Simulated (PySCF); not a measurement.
Compound: C6H10N2.
Atom-mapped SMILES: `[CH3:1][NH:2][c:3]1[cH:4][cH:5][n:6]([CH3:7])[cH:8]1`

Structure used (GFN2-xTB), in Å, numbered top down from 1:
```
atom  x, y, z in Å
C1     2.7349    0.6372   -0.4821
N2     1.9808   -0.5921   -0.5600
C3     0.6417   -0.5593   -0.1723
C4    -0.1215   -1.6895    0.2024
C5    -1.4007   -1.2569    0.4303
N6    -1.4553    0.0785    0.2190
C7    -2.6136    0.9146    0.3342
C8    -0.2115    0.5180   -0.1479
H9     2.2905    1.3675   -1.1581
H10    3.7567    0.4451   -0.8065
H11    2.7607    1.0724    0.5277
H12    2.4665   -1.3782   -0.1468
H13    0.2380   -2.6959    0.2882
H14   -2.2690   -1.8109    0.7311
H15   -2.4383    1.7226    1.0501
H16   -2.8682    1.3609   -0.6318
H17   -3.4586    0.3196    0.6779
H18   -0.0419    1.5527   -0.3672
```

Probes without a nucleus sit at each ring's centroid and 1 Å off its mean plane on both sides; NICS is minus the shielding there, NICSzz its component along the normal. Level: GIAO PBE0/pcSseg-1 (PySCF, non-relativistic, gas phase) on the GFN2-xTB geometry, one conformer.

Ring bond lengths (Å), with Mayer bond orders in brackets: C3–C4 1.414 (1.35), C4–C5 1.369 (1.50), C5–N6 1.353 (1.16), N6–C8 1.369 (1.08), C8–C3 1.374 (1.44).

Task: Give the NICS values of each ring in ppm.

Result: 
```
          ring                                               type  NICS(0)  NICS(1), two faces  NICS(1)zz, two faces  rms pucker (Å)  centre to ring atoms, mean (Å)
C3–C4–C5–N6–C8  5-membered ring with N; formal bonds all aromatic    -13.7        -10.1 / -9.7         -25.9 / -25.4            0.00                            1.17
```

Task: What do they say, and how far can they be read as aromaticity?

Result: 
- C3–C4–C5–N6–C8: mean NICS(1)zz -25.6 ppm, shielded. For a flat ring without four-coordinate atoms the NICS criterion counts such a value as aromatic.

Task: What does the geometric index give? HOMA takes Krygowski's 1993 parameters.

Result: 
- C3–C4–C5–N6–C8: HOMA 0.91; the largest term is that of C3–C4, α(R − Ropt)² = 0.18. The geometric and the magnetic index point the same way.

Task: What is the mean of the two in-plane components of NICS at the first NICS(1) probe listed for ring C3–C4–C5–N6–C8, 1 Å off the ring?

Result: The isotropic value is a third of the trace: (3 × -10.1 − (-25.9))/2 = -2.2 ppm.

Task: Give the inner angles of the rings and the Hirshfeld charges of the ring atoms.

Result: 
- C3–C4–C5–N6–C8: C3 106.7° (+0.004 e), C4 107.2° (-0.127 e), C5 108.9° (-0.041 e), N6 108.8° (-0.013 e), C8 108.5° (-0.077 e); sum 540.0° against 540° for a flat convex ring.

Task: How shielded are the nuclei of the rings and their hydrogens (means over atoms taken as equivalent)?

Result: 
```
atoms                          environment  σ isotropic (ppm)  principal values of the symmetric part, first atom (ppm)
   C3     aromatic carbon bearing nitrogen               41.5                                        -15.4, 14.1, 125.7
   C4                   aromatic CH carbon               85.1                                         20.6, 82.7, 151.8
   C5  aromatic CH next to a ring nitrogen               63.4                                         -6.4, 70.7, 126.0
   N6                pyrrole-type nitrogen              107.5                                        10.2, 129.1, 183.3
   C8  aromatic CH next to a ring nitrogen               83.8                                         29.0, 86.2, 136.3
  H13                    aromatic hydrogen              26.06                                          23.2, 27.2, 27.8
  H14                    aromatic hydrogen              25.52                                          22.5, 26.4, 27.7
  H18                    aromatic hydrogen              25.81                                          21.6, 26.3, 29.5
```
